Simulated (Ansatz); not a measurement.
Reactions of `O[SiH](O)N[SiH2]F`.

Computed with Ansatz on PBE0-D4/def2-TZVP structures; ΔE is electronic, products minus reactants. CCSD(T)/CBS is the MP2 limit (def2-TZVPP, def2-QZVPP) plus CCSD(T) − MP2 in def2-TZVPP, frozen cores. This one scheme is used for every species. One conformer a species, not always the lowest.

Task: Order these by ΔE at CCSD(T)/CBS, lowest first. (An estimate is asked.)
A. `O[SiH](O)N[SiH2]F` + `C=CF` → `C=C(F)[SiH](O)O` + `N[SiH2]F`
B. `O[SiH](O)N[SiH2]F` + H–F → `O[SiH](F)N[SiH2]F` + H₂O
C. `O[SiH](O)N[SiH2]F` + `CO[SiH2]S[SiH3]` → `O[SiH](O)S[SiH3]` + `CO[SiH2]N[SiH2]F`
D. `O[SiH](O)N[SiH2]F` → `N[SiH](O)O` + `F[SiH]`
E. `O[SiH](O)N[SiH2]F` + `F[SiH3]` → `F[SiH2][SiH2]F` + `N[SiH](O)O`
F. `O[SiH](O)N[SiH2]F` → `O[SiH2]N[SiH](O)F`

Result: B (-0.44 eV), F (+0.02 eV), C (+0.11 eV), A (+0.83 eV), E (+1.05 eV), D (+2.94 eV).

Largest T1 diagnostic: 0.015, for `F[SiH]`.
